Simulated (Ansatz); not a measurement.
trans-V(PH3)2F4 (VP₂H₆F₄), 13 atoms. Hardware: 4 threads of Arm Neoverse V1 on a shared host.

Correlated methods freeze 19 core orbitals; core or outer-core shells of V are correlated, in sets that lack core-valence functions.

**Question.** How many basis functions does each of these Ansatz runs have, and roughly what does it cost? HF/STO-3G, charge 0 doublet, energy; PBE-QIDH/def2-TZVP, charge 0 doublet, energy, from earlier orbitals; r2SCAN-D4/def2-TZVP, charge 0 doublet, energy, from earlier orbitals; PBE-D4/def2-SVP, charge 0 doublet, energy, from earlier orbitals; PBE-D4/def2-SVP, charge 0 doublet, energy with a search over starts; PBE-D4/def2-TZVP, charge 0 doublet, energy and forces, from earlier orbitals; MP2/def2-TZVP, charge 0 doublet, energy, from earlier orbitals; r2SCAN-D4/def2-SVP, charge 0 doublet, relaxation, 8 steps; RPA@PBE/def2-TZVP, charge 0 doublet, energy, from earlier orbitals; PBE0-D4/def2-TZVP, charge 0 doublet, energy, from earlier orbitals; PBE0-D4/def2-SVP, charge 0 doublet, energy, from earlier orbitals; B2PLYP/def2-TZVP, charge 0 doublet, energy, from earlier orbitals.

**Answer.** Other jobs shared the machine, so times can vary by a factor of up to 3. A dash marks memory too small to be measured apart from the calling script's.

| run | functions | fitting or Cholesky vectors | wall time | peak host memory (GiB) |
| --- | --- | --- | --- | --- |
| HF/STO-3G, charge 0 doublet, energy | 62 | 833 | 1.1 s | – |
| PBE-D4/def2-SVP, charge 0 doublet, energy, from earlier orbitals | 153 | 1736 | 6.5 s | – |
| PBE0-D4/def2-SVP, charge 0 doublet, energy, from earlier orbitals | 153 | 1491 | 12 s | 0.68 |
| PBE-D4/def2-TZVP, charge 0 doublet, energy and forces, from earlier orbitals | 279 | 1862 | 13 s | 0.6 |
| PBE-D4/def2-SVP, charge 0 doublet, energy with a search over starts | 153 | 1736 | 18 s | – |
| r2SCAN-D4/def2-TZVP, charge 0 doublet, energy, from earlier orbitals | 279 | 1862 | 25 s | 0.7 |
| RPA@PBE/def2-TZVP, charge 0 doublet, energy, from earlier orbitals | 279 | 1943 | 26 s | 1.1 |
| MP2/def2-TZVP, charge 0 doublet, energy, from earlier orbitals | 279 | 1943 | 28 s | 1.1 |
| B2PLYP/def2-TZVP, charge 0 doublet, energy, from earlier orbitals | 279 | 1943 | 44 s | 1.4 |
| PBE-QIDH/def2-TZVP, charge 0 doublet, energy, from earlier orbitals | 279 | 1943 | 45 s | 1.4 |
| r2SCAN-D4/def2-SVP, charge 0 doublet, relaxation, 8 steps | 153 | 1736 | 73 s | – |
| PBE0-D4/def2-TZVP, charge 0 doublet, energy, from earlier orbitals | 279 | 1959 | 89 s | 1.4 |
